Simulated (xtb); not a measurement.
H3AlO3, charge +1, doublet, at a GFN2-xTB geometry of the parent state (such geometries of metal compounds can be far from the true shape) (a state made from the parent by changing its charge; the spin is typed, not shown lowest); GFN2-xTB run with xtb.

xtb was given this input:
```
$ xtb mol.xyz --gfn 2 --chrg 1 --uhf 1 --json

# file mol.xyz
7

Al    -0.00000000    -0.00000000    -0.00000000
O     -1.08597176    -1.25217867     0.07815260
H     -1.93325027    -1.43797965    -0.30182312
O     -0.33424217     1.33110871    -0.93264447
H      0.10698534     2.14443421    -1.13414960
O      1.42021393    -0.07893003     0.85449188
H      1.82626493    -0.70645456     1.43597272
```

### Question
What does xtb print? Leave out banner, timings and long lists.

### Answer

```
   ID    Z sym.   atoms
    1   13 Al     1
    2    8 O      2, 4, 6
    3    1 H      3, 5, 7

           -------------------------------------------------
          |                Calculation Setup                |
           -------------------------------------------------

           -------------------------------------------------
          |                 G F N 2 - x T B                 |
           -------------------------------------------------

          ...................................................
          :                      SETUP                      :
          :.................................................:
          :  # basis functions                  25          :
          :  # atomic orbitals                  24          :
          :  # shells                           12          :
          :  # electrons                        23          :
          :  max. iterations                   250          :
          :  Hamiltonian                  GFN2-xTB          :
          :  restarted?                      false          :
          :  GBSA solvation                  false          :
          :  PC potential                    false          :
          :  electronic temp.          300.0000000     K    :
          :  accuracy                    1.0000000          :
          :  -> integral cutoff          0.2500000E+02      :
          :  -> integral neglect         0.1000000E-07      :
          :  -> SCF convergence          0.1000000E-05 Eh   :
          :  -> wf. convergence          0.1000000E-03 e    :
          :  Broyden damping             0.4000000          :
          :  net charge                          1          :
          :  unpaired electrons                  1          :
          ...................................................

 iter      E             dE          RMSdq      gap      omega  full diag
   1    -14.4551293 -0.144551E+02  0.149E+01    6.66       0.0  T
   2    -14.4808155 -0.256862E-01  0.728E+00    6.72       1.0  T
   3    -14.4855423 -0.472680E-02  0.192E+00    5.86       1.0  T
   4    -14.4899503 -0.440804E-02  0.103E+00    6.18       1.0  T
   5    -14.4900404 -0.901147E-04  0.287E-01    6.42       1.0  T
   6    -14.4789117  0.111287E-01  0.108E+00    6.20       1.0  T
   7    -14.4893275 -0.104158E-01  0.375E-01    6.20       1.0  T
   8    -14.4896444 -0.316822E-03  0.317E-01    6.21       1.0  T
   9    -14.4903863 -0.741963E-03  0.247E-02    6.30       1.5  T
[...]
         :: total energy             -14.386622469310 Eh    ::
[...]

     #   Z          covCN         q      C6AA      α(0)
     1  13 Al       2.214     0.563   120.361    24.560
     2   8 O        1.541    -0.269    18.546     5.810
     3   1 H        0.809     0.415     0.458     1.063
     4   8 O        1.541    -0.269    18.546     5.810
     5   1 H        0.809     0.415     0.458     1.063
     6   8 O        1.541    -0.269    18.546     5.810
     7   1 H        0.809     0.415     0.458     1.063

 Mol. C6AA /au·bohr⁶  :        634.489832
 Mol. C8AA /au·bohr⁸  :      28163.790157
 Mol. α(0) /au        :         45.176925

Wiberg/Mayer (AO) data.
largest (>0.10) Wiberg bond orders for each atom

 ---------------------------------------------------------------------------
     #   Z sym  total        # sym  WBO       # sym  WBO       # sym  WBO
 ---------------------------------------------------------------------------
     1  13 Al   3.838 --     2 O    1.256     4 O    1.256     6 O    1.256
     2   8 O    2.417 --     1 Al   1.256     3 H    0.794     6 O    0.179
                             4 O    0.179
     3   1 H    0.828 --     2 O    0.794
     4   8 O    2.417 --     1 Al   1.256     5 H    0.794     6 O    0.179
                             2 O    0.179
     5   1 H    0.828 --     4 O    0.794
     6   8 O    2.417 --     1 Al   1.256     7 H    0.794     4 O    0.179
                             2 O    0.179
     7   1 H    0.828 --     6 O    0.794
 ---------------------------------------------------------------------------

Topologies differ in total number of bonds
Writing topology from bond orders to xtbtopo.mol

molecular dipole:
                 x           y           z       tot (Debye)
 q only:       -0.000       0.000      -0.000
   full:       -0.000       0.000      -0.000       0.000
molecular quadrupole (traceless):
                xx          xy          yy          xz          yz          zz
 q only:        1.839       2.661       1.965       4.775      -4.664      -3.803
  q+dip:        2.057       2.977       2.198       5.341      -5.217      -4.254
   full:        1.348       1.951       1.440       3.500      -3.418      -2.788

           -------------------------------------------------
          | TOTAL ENERGY              -14.386622469310 Eh   |
          | GRADIENT NORM               0.027133594796 Eh/α |
          | HOMO-LUMO GAP               6.301215550176 eV   |
           -------------------------------------------------

normal termination of xtb
```
